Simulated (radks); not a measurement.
Results of a calculation; reference values are marked as such.
Neutral gallium inside a hard spherical wall (all orbitals vanish at R), configuration held at [Ar] 3d10 4s2 4p1 and not refilled when levels cross. Level of theory: non-relativistic Kohn-Sham, PBE, spin-unpolarised, spherical densities, point nucleus (a radial shooting solver on a logarithmic mesh with Libxc functionals). Eigenvalues in eV, with the zero of energy where the potential of the charges vanishes at infinity; a dash marks a level that is unbound or too diffuse for the functional's potential to be trusted. A positive occupied level is held by the wall or, in an anion where self-interaction has pushed it up, behind a barrier. The pressure on the wall is -dE/dV.

R (bohr),E (hartree),kinetic (hartree),e(3p),e(3d),e(4s),e(4p),"e(5s, empty)","e(5p, empty)",pressure (GPa)
free,-1924.56372,1923.267,-97.731,-19.774,-8.710,-2.616,-,-,0
12,-1924.56355,1923.269,-97.706,-19.749,-8.689,-2.595,0.082,1.469,0.00234
8,-1924.55844,1923.298,-97.372,-19.417,-8.432,-2.268,2.437,5.382,0.172
7,-1924.55051,1923.339,-97.046,-19.094,-8.185,-1.911,4.363,8.117,0.596
6,-1924.52845,1923.444,-96.388,-18.446,-7.666,-1.137,8.010,12.900,2.35
2,-1916.80477,1947.931,-58.830,19.701,63.508,82.866,259.83,276.35,9520
1.5,-1899.20537,2000.056,-15.045,68.220,190.13,214.49,580.20,589.24,71000
